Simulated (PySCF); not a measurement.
**Mg⁺ (magnesium, charge +1): UHF calculation**

Configuration: [Ne] 3s1, 2S determinant. All numbers are calculated (PySCF 2.14, the non-relativistic Hamiltonian (point nucleus), in def2-SVP (4s3p1d, 18 functions)).

```
Total energy                                     : -199.292716 hartree
One-electron energy                              : -275.3857 hartree
Hartree (Coulomb) energy                         : 91.9242 hartree
Exchange energy                                  : -15.8312 hartree
Kinetic energy                                   : 198.99248 hartree
⟨S²⟩                                             : 0.7501
⟨L²⟩                                             : 0.000
Sum of ⟨r⟩                                       : 8.657 bohr
Sum of ⟨r²⟩                                      : 14.36 bohr²
Density at the nucleus (Gaussians lack the cusp) : 987 bohr⁻³
Spin density at the nucleus                      : 1.58 bohr⁻³
Langevin diamagnetic susceptibility              : -11.4 ×10⁻⁶ cm³/mol
Time after the integrals                         : 0.07 s of wall time on 1 thread of Intel(R) Xeon(R) Platinum 8375C CPU @ 2.90GHz (shared host)
```

| shell | electrons | mean orbital energy (hartree) | rms radius, mean of both spins (bohr) |
| --- | --- | --- | --- |
| 1s α | 1 | -49.37587 | 0.152 |
| 1s β | 1 | -49.36881 | 0.152 |
| 2s α | 1 | -4.10909 | 0.756 |
| 2s β | 1 | -4.09229 | 0.756 |
| 2p α | 3 | -2.62243 | 0.774 |
| 2p β | 3 | -2.61640 | 0.774 |
| 3s α | 1 | -0.53723 | 3.09 |
